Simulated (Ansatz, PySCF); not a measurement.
C5H5F, SMILES FC1=CC=CC1. Atoms are numbered in the order given.

```xyz
11

F      0.0005     2.0542     0.0000
C     -0.0672     0.7241     0.0000
C     -1.1791    -0.0380     0.0000
C     -0.7401    -1.4422     0.0000
C      0.6110    -1.5114     0.0000
C      1.1754    -0.1140     0.0000
H     -2.2083     0.3183     0.0000
H     -1.4249    -2.2919     0.0000
H      1.2211    -2.4142     0.0000
H      1.8040     0.0943     0.8854
H      1.8040     0.0943    -0.8854
```
Charge 0, spin multiplicity 1.

Geometry: B3LYP-D3(BJ)/def2-SVP. Other conformers were not sampled.

Vertical ionisation energy (IE) and electron affinity (EA) in eV. Rows of orbital energies are one-electron estimates. Where ΔSCF, EOM or ADC give a negative EA the extra electron is unbound and the value depends on the basis.

```csv
level,IE,EA
"−ε(HOMO), −ε(LUMO), ωB97X/def2-TZVP (PySCF)",8.56,-1.55
"−ε(HOMO), −ε(LUMO), PBE/def2-TZVP (PySCF)",5.21,1.54
"ΔSCF, PBE0/def2-SVPD (Ansatz), final states of multiplicity 2 and 2",8.46,-1.23
"ΔSCF, PBE/def2-SVPD (Ansatz), final states of multiplicity 2 and 2",8.41,-1.20
```

Q: What vertical singlet–triplet gap does ΔSCF give with PBE0/def2-SVPD (Ansatz, a quantum-chemistry and plane-wave program) and with PBE/def2-SVPD (Ansatz)? (The exact figures need the calculation; the answer reports its results.)

A: 3.03 and 3.05 eV (triplet above singlet where positive).
